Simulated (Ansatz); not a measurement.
Reaction (ligand exchange at the Si–S bond): `CS[SiH2]O[SiH3]` + CH₃OH → `CO[SiH2]O[SiH3]` + CH₃SH

Isolated molecules relaxed with PBE0-D4/def2-TZVP in Ansatz; ΔE leaves out vibrations. CBS: MP2 limit from def2 TZ/QZ plus the TZ coupled-cluster correction, frozen cores. This one scheme is used for every species. DFT in def2-TZVPP. Each species was taken in one conformer, which may not be the lowest.

```tsv
level	ΔE (kcal/mol)
PBE0	-8.9
HF/def2-TZVPP	-15.6
MP2/CBS(def2)	-9.5
CCSD/CBS(def2)	-11.1
```

(1) What does CCSD(T)/CBS give? (Estimate.)

Largest T1 diagnostic among the species: 0.011.

Results:

(1) Computed: -10.2 kcal/mol. The listed levels differ from it by 1.3, -5.4, 0.7, -0.9 kcal/mol.

The D4 term adds +1.6 kcal/mol with B3LYP and +0.9 kcal/mol with PBE0; it sums over pairs of atoms, weighted by their polarisabilities, and B3LYP, whose exchange is more repulsive, gets the larger term. In def2-TZVPP, CCSD(T) changes the Hartree–Fock value by +4.4 kcal/mol (the triples alone add +0.9 kcal/mol) and MP2 by +5.1 kcal/mol.

B3LYP here is the variant with VWN-RPA as its local correlation; programs differ in this.
